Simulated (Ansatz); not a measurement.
**Worked example: the step energy**

An elementary step of SiHF3, closed shell (SiF₂ + HF → SiHF₃ ([F][SiH]([F])[F]); H–F broken or loosened, Si–H, Si–F formed or tightened). “Start” and “end” are the PBE0-D4/def2-TZVP structures reached by relaxing down either side of its saddle point, with the molecules still in contact.

Program: Ansatz 0.2.0. Basis: def2-TZVPP and def2-QZVPP. Cores are frozen in the correlated methods.

Energies in eV:

| quantity | end | start |
| --- | --- | --- |
| Hartree–Fock, triple zeta (X = 3) | -16005.73712 | -16002.40852 |
| Hartree–Fock, quadruple zeta (X = 4) | -16006.41102 | -16003.05838 |
| MP2 correlation, X = 3 | -23.48632 | -23.67100 |
| MP2 correlation, X = 4 | -25.75233 | -25.94070 |
| CCSD(T) correlation, X = 3 | -24.33039 | -24.64134 |

Question: Work out the step energy at the basis limit: extrapolate Hartree–Fock as E(X) = E∞ + A exp(−7.88 √X) and the MP2 correlation as E(X) = E∞ + B X^−2.97 (the exponents that Neese and Valeev fitted for def2-TZVPP and QZVPP), then add CCSD(T) − MP2 in triple zeta.

Answer: Each step is linear, so take the differences first (end − start): Hartree–Fock -3.32860 (X = 3) and -3.35264 (X = 4); MP2 correlation 0.18468 and 0.18837; CCSD(T) correlation 0.31095.
Two points give E∞ = E(4) + w [E(4) − E(3)], with w = 1/(exp(7.88 (2 − √3)) − 1) = 0.1377 for Hartree–Fock and w = 1/((4/3)^2.97 − 1) = 0.7407 for the correlation.
Hartree–Fock: -3.35264 + 0.1377 × (-0.02404) = -3.3560 eV.
MP2 correlation: 0.18837 + 0.7407 × 0.00369 = 0.1911 eV.
CCSD(T) − MP2: 0.31095 − 0.18468 = 0.1263 eV.
Sum: -3.3560 + 0.1911 + 0.1263 = -3.0386 eV, or -70.07 kcal/mol. Plain CCSD(T) in triple zeta gives -3.0176 eV, so the larger basis shifts the result by -0.0210 eV.

No T1 diagnostic of these runs exceeds 0.015. The restricted Hartree–Fock reference is unstable towards an unrestricted one at one or more of these structures.

Losses and insertions of silylenes and their heavier kin drive the gas-phase chemistry of silicon and germanium vapour deposition.

Labels in which every atom is bracketed show which atoms are joined, not bond orders.

For scale, one of the runs: CCSD(T)/def2-TZVPP, 149 basis functions (an equivalent command: `ansatz run in.yaml --threads 2`). Hardware: 2 CPU threads, shared host. Wall time 11 s; peak host memory 1.1 GiB.
